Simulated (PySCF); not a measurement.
C₂H₅Cl₂GeN.

```xyz
11

C     -3.7173    -0.3240     0.0000
C     -2.3383     0.2611     0.0000
N     -1.2911    -0.4704     0.0000
Ge     0.3524     0.3712     0.0000
Cl     1.4209    -0.2979    -1.7461
Cl     1.4209    -0.2979     1.7461
H     -4.2741     0.0273     0.8854
H     -3.6679    -1.4207     0.0000
H     -4.2741     0.0273    -0.8854
H     -2.3058     1.3750     0.0000
H      0.3057     1.9104     0.0000
```

Geometry optimised at TPSSh-D3(BJ)/def2-SVP. The structure was generated by enumeration; whether it is a known compound was not checked. Other conformers were not sampled.

These are PBE/pcSseg-1 in PySCF values and carry that method's errors. Non-relativistic, no solvent.

Computed absolute GIAO shielding of each atom: isotropic value and principal components (ppm):
| atom | σ(iso) | σ11 | σ22 | σ33 | span |
|---|---|---|---|---|---|
| C1 | 148.2 | 126.7 | 136.2 | 181.9 | 55.2 |
| C2 | -2.2 | -96.5 | -25.6 | 115.6 | 212.1 |
| N3 | -135.1 | -411.9 | -167.4 | 174.0 | 586.0 |
| Ge4 | 1165.3 | 1084.5 | 1141.5 | 1270.0 | 185.6 |
| Cl5 | 807.3 | 667.5 | 781.6 | 972.8 | 305.3 |
| Cl6 | 807.3 | 667.5 | 781.6 | 972.8 | 305.3 |
| H7 | 28.9 | 26.5 | 27.0 | 33.1 | 6.6 |
| H8 | 29.0 | 25.9 | 28.2 | 32.8 | 6.8 |
| H9 | 28.9 | 26.5 | 27.0 | 33.1 | 6.6 |
| H10 | 22.6 | 20.0 | 21.0 | 26.7 | 6.7 |
| H11 | 24.6 | 17.6 | 20.2 | 36.1 | 18.4 |
